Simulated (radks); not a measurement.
Q: The technetium ion Tc34+, 9 electrons, occupied as [He] 2s2 2p5 (the NIST ground configuration). Calculated with a radial shooting solver on a logarithmic mesh with Libxc functionals: scalar-relativistic Kohn-Sham, LDA (Slater exchange, Perdew-Wang correlation), spin-unpolarised, spherical densities, finite nucleus; Fermi nuclear charge, rms radius 4.4112 fm. Some entries of the table are withheld. Estimate them.

orbital,occ.,eigenvalue (eV),<r^2> (bohr^2)
1s,2,(1),(2)
2s,2,(3),(4)
2p,5,-4636.258,(5)

A: 
(1) 1s eigenvalue (eV): -22971.84
(2) 1s <r^2> (bohr^2): 0.001584
(3) 2s eigenvalue (eV): -4909.776
(4) 2s <r^2> (bohr^2): 0.02486
(5) 2p <r^2> (bohr^2): 0.01925
